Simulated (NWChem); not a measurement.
CuH3O; SMILES [CuH]<-[OH2]

Program: NWChem. Pople sets run with spherical d functions. The level has its own optimisation; frequencies are unscaled.

Question: Predict the results for Hartree-Fock/6-31G*. Quantities: r Cu–H (Å); r Cu–O (Å); r H–O (Å); highest harmonic frequency (cm⁻¹); lowest (cm⁻¹); zero-point energy (kcal/mol); dipole (D).

Answer: 
```
Item                               Result
---------------------------------  ------
r Cu–H (Å)                          1.509
r Cu–O (Å)                          1.954
r H–O (Å)                           0.950
highest harmonic frequency (cm⁻¹)    4152
lowest (cm⁻¹)                         234
zero-point energy (kcal/mol)         19.5
dipole (D)                           7.50
```
